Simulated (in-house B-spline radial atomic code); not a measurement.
Multiplet parameters of the 3p2 shell in Ar4+ ([Ne] 3s2 3p2). Method: non-relativistic Hartree-Fock, average of configuration, point nucleus. Calculated with an all-electron radial atomic-structure program (B-spline basis).

Slater integrals: F^2 = 75679 cm⁻¹. Central-field spin-orbit parameter ζ(3p) = 1330 cm⁻¹ (bare central field on non-relativistic orbitals, without two-electron terms: too large for light atoms, too small for heavy ones).

With F₂ = F^2/25 = 3027 cm⁻¹:

(1) Where do the terms lie in LS coupling, without spin-orbit interaction?

(2) How far can these numbers be trusted?

Results:

(1) In cm⁻¹ above the Hund's-rule term:
| term | expression | energy |
| --- | --- | --- |
| 3P | 0 F₂ | 0 |
| 1D | 6 F₂ | 18163 |
| 1S | 15 F₂ | 45407 |

(2) Unscaled Hartree-Fock integrals overestimate measured term splittings, because correlation screens the repulsion; fits to spectra scale them down, most for low charges. Here ζ is 0.44 times F₂, so LS coupling is a fair start, though levels of equal J in close terms still mix.
